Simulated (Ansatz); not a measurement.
Basis-set series for CH3GaO, SMILES `O=[CH][GaH2]`. Charge 0, multiplicity 1. All single points use the PBE0-D4/def2-TZVP geometry.

```csv
functional,basis,functions,energy (Eh),HOMO (eV),LUMO (eV)
PBE0-D4,def2-SVP,75,-2039.21686,-6.57,-1.78
PBE0-D4,def2-TZVPP,152,-2039.59804,-6.67,-1.84
ωB97M-V,def2-SVP,75,-2039.44783,-8.78,-0.05
ωB97M-V,def2-TZVPP,152,-2039.83269,-8.90,-0.14
```

Give the rows for def2-QZVPP. (An estimate is asked.)

The calculation gave: 
```json
{"functional": "PBE0-D4", "basis": "def2-QZVPP", "functions": "293", "energy (Eh)": "-2039.64825", "HOMO (eV)": "-6.69", "LUMO (eV)": "-1.87"}
{"functional": "ωB97M-V", "basis": "def2-QZVPP", "functions": "293", "energy (Eh)": "-2039.88147", "HOMO (eV)": "-8.93", "LUMO (eV)": "-0.31"}
```

Scalar relativity is left out up to krypton.

Results of the Gaussian-basis code of Ansatz.
